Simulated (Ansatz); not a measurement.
`BCB[SiH2]F` + H₂O → `O[SiH2]F` + `BCB` at 700 K and 1 bar (formal hydrolysis of the Si–B bond).

Calculated with Ansatz (gas phase, PBE0-D4/def2-TZVP geometries, no zero-point term in ΔE). CCSD(T)/CBS is the MP2 limit (def2-TZVPP, def2-QZVPP) plus CCSD(T) − MP2 in def2-TZVPP, frozen cores. This one scheme is used for every species. One conformer a species, not always the lowest.

| species | CCSD(T)/CBS energy (Eh) | H − E (kJ/mol) | S (J/(mol·K)) |
| --- | --- | --- | --- |
| `BCB[SiH2]F` | -480.74436 | 297.3 | 501.7 |
| H₂O | -76.37941 | 80.5 | 218.4 |
| `O[SiH2]F` | -465.96250 | 137.3 | 346.2 |
| `BCB` | -91.21084 | 235.7 | 370.5 |

H − E and S are ideal-gas, rigid-rotor, harmonic terms from PBE0-D4/def2-TZVP, for one conformer and one mirror image of each species. 1 Eh = 2625.50 kJ/mol, R = 8.31446 J/(mol·K).

By hand: ΔE, ΔH, ΔS and ΔG.

ΔE = (-465.96250) + (-91.21084) − (-480.74436) − (-76.37941) = -0.04957 Eh = -130.1 kJ/mol. Δ(H − E) = 137.3 + 235.7 − 297.3 − 80.5 = -4.8, so ΔH = -134.9 kJ/mol. ΔS = 346.2 + 370.5 − 501.7 − 218.4 = -3.4 J/(mol·K). ΔG = -134.9 − 700 × (-3.4)/1000 = -132.5 kJ/mol.

By hand: the equilibrium constant, and the temperature at which ΔG would vanish if ΔH and ΔS stayed fixed.

log₁₀ K = −ΔG/(RT ln 10) = 9.9. ΔG = 0 at ΔH/ΔS = 39676 K, far beyond where these terms or the molecules hold.

The number of gas molecules stays the same, so ΔS is small and ΔH decides. A doubt of 5 kJ/mol in ΔE shifts log₁₀ K by 0.4 here. Other conformers and mirror images would add mixing entropy, several J/(mol·K) or more a flexible species. Modes under 60 cm⁻¹, often nearly free rotors, make the harmonic entropy too high. These are equilibria of isolated gas molecules and say nothing of rates. Largest T1 diagnostic: 0.013 (customary marks: 0.02 for closed shells, 0.045 for open ones).
